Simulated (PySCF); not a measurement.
C2H2F2, charge +1, doublet, at the geometry optimised at the base level (a state made from the parent by changing its charge; the spin is typed, not shown lowest); PBE/STO-3G, frequencies (PySCF).

Input for PySCF:
```python
from pyscf import gto, scf, dft
from pyscf.hessian import thermo

mol = gto.Mole()
mol.atom = '''
    C     1.45129162   -0.12510691   -0.18452960
    C     0.00532201   -0.00045878   -0.00067669
    F    -0.81113328   -1.06942716    0.03713943
    F    -0.60283370    1.19131654    0.14264440
    H     2.08216787    0.79584884   -0.20824964
    H     1.90385317   -1.13945915   -0.29856710
'''
mol.basis = 'sto-3g'
mol.charge = 1
mol.spin = 1
mol.verbose = 3
mol.build()

mf = dft.UKS(mol)
mf.xc = 'pbe'
mf.kernel()
hess = mf.Hessian().kernel()
freq = thermo.harmonic_analysis(mf.mol, hess)
print('frequencies / cm-1', freq['freq_wavenumber'].round(1))
th = thermo.thermo(mf, freq['freq_au'], 298.15, 101325)
thermo.dump_thermo(mf.mol, th)
```

### Question
What does PySCF print? Leave out banner, timings and long lists.

### Answer

```
converged SCF energy = -272.668055708153  <S^2> = 0.75270065  2S+1 = 2.0026988
frequencies / cm-1 [ 365.7  381.   490.   530.6  777.1  910.9  968.9 1406.  1454.6 1485.5
 3267.6 3442.7]
temperature 298.1500 [K]
pressure 101325.00 [Pa]
Rotational constants [GHz] 9.91410 9.52205 4.85706
Symmetry number 2
Zero-point energy (ZPE) 0.03527 [Eh]   92593.693 [J/mol]
                           tot       elec      trans        rot        vib
Entropy [J/mol/K]       277.681      5.763    160.621     94.924     16.373
Cv [J/mol/K]             55.761      0.000     12.472     12.472     30.818
Cp [J/mol/K]             64.076      0.000     20.786     12.472     30.818
Internal energy [J/mol]                      3718.434   3718.434  96016.488
Internal energy [Eh]   -272.62865  -272.66806
Enthalpy [J/mol]                             6197.391   3718.434  96016.488
Enthalpy [Eh]          -272.62771
Gibbs free energy [J/mol]                  -41691.732 -24583.015  91134.761
Gibbs free energy [Eh] -272.65924
```
